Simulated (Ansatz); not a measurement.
The cluster Sn₃H₂, relaxed as a singlet with RKS PBE-D4/def2-SVP in Ansatz, starting from the GFN1-xTB geometry. Force threshold 0.02 eV/Å.

In the def2 sets Sn takes a core potential; there is no spin–orbit coupling. The structure comes from a short search, and lower isomers may exist.

Start:

Cartesian coordinates in Å:
```
Sn -0.992 0.166 -1.575
Sn -1.378 -0.594 1.116
Sn 1.281 0.256 0.256
H 0.796 0.620 -1.686
H 0.293 -0.447 1.889
```

```
        step  energy (eV)  largest force component (eV/Å)  SCF passes
           1  -17527.6701                           0.754          15
2 (rejected)  -17527.6142                           0.869          26
           3  -17527.7256                           0.046          20
4 (rejected)  -17527.7242                           0.088          19
           5  -17527.7265                           0.008          20
```

Force components are those of the run's own axes.

End:

Cartesian coordinates in Å:
```
Sn -1.016 0.174 -1.591
Sn -1.400 -0.617 1.120
Sn 1.344 0.252 0.264
H 0.796 0.636 -1.738
H 0.276 -0.445 1.946
```

By distances, no bond broke or formed. The bond that changes most is Sn3–H5, from 2.03 to 2.11 Å (atoms count from 1).

No frequencies were taken in this run, so the end may be a saddle point.

Hardware: 4 threads of Arm Neoverse N1 on a shared host. Wall time 5.5 s.
